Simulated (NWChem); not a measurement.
Molecule: MoN2H2F2; SMILES [Mo](=[NH])(=[NH])([F])[F]

Program: NWChem. All runs use the structure optimised with PBE0/def2-SVP. def2 effective core potentials on Mo; no spin-orbit coupling. Level M06-L/def2-SVP: energy and gradient on several grids; changes count from the extra-fine grid, which is no exact limit either.

```json
[
 {"grid": "xcoarse", "size of the energy change (μHa)": "10000", "largest change of a gradient component (μHa/bohr)": "6000", "time, medium = 1 (rough)": "about 1"},
 {"grid": "coarse", "size of the energy change (μHa)": "4000", "largest change of a gradient component (μHa/bohr)": "900", "time, medium = 1 (rough)": "about 1"},
 {"grid": "medium", "size of the energy change (μHa)": "< 10", "largest change of a gradient component (μHa/bohr)": "500", "time, medium = 1 (rough)": "about 1"},
 {"grid": "fine", "size of the energy change (μHa)": "20", "largest change of a gradient component (μHa/bohr)": "200", "time, medium = 1 (rough)": "about 1"},
 {"grid": "xfine", "size of the energy change (μHa)": "< 10", "largest change of a gradient component (μHa/bohr)": "< 30", "time, medium = 1 (rough)": "2"}
]
```
